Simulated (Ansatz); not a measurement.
`F[SiH2]C1C[SiH2]1` + `[InH3]` → `F[SiH2][InH2]` + `C1C[SiH2]1`  (formal exchange of groups at the Si–C bond)

Program: Ansatz. Geometries: PBE0-D4/def2-TZVP. ΔE: electronic, gas phase. CBS: MP2 limit from def2 TZ/QZ plus the TZ coupled-cluster correction, frozen cores. Functionals use def2-TZVPP. B3LYP here is the variant with VWN-RPA as its local correlation; programs differ in this. def2 core potentials past Kr. For In outer-core shells are correlated without core-valence functions, which leaves a few kJ/mol of doubt a bond. Each species was taken in one conformer, which may not be the lowest.

```
             level  ΔE (kcal/mol)  difference from CCSD(T)/CBS
            PBE-D4           -0.9                         -2.5
         r2SCAN-D4            1.2                         -0.4
           PBE0-D4            0.3                         -1.3
          B3LYP-D4            0.9                         -0.7
           ωB97X-V            1.8                          0.2
           ωB97M-V            2.4                          0.8
               PBE           -2.1                         -3.7
            r2SCAN            0.8                         -0.8
             B3LYP           -1.0                         -2.6
    MP2/def2-TZVPP            3.2                          1.6
SCS-MP2/def2-TZVPP            2.8                          1.2
   CCSD/def2-TZVPP            1.9                          0.3
    MP2/def2-QZVPP            2.9                          1.3
      HF/CBS(def2)            2.0                          0.4
     MP2/CBS(def2)            2.6                          1.0
    CCSD/CBS(def2)            1.3                         -0.3
       CCSD(T)/CBS            1.6                            0
```

Largest T1 diagnostic among the species: 0.014.

From PBE to PBE0 (25 % exact exchange), in def2-TZVPP and without D4, ΔE moves by +1.3 kcal/mol. The D4 term adds +1.9 kcal/mol with B3LYP and +1.0 kcal/mol with PBE0; it sums over pairs of atoms, weighted by their polarisabilities, and B3LYP, whose exchange is more repulsive, gets the larger term.
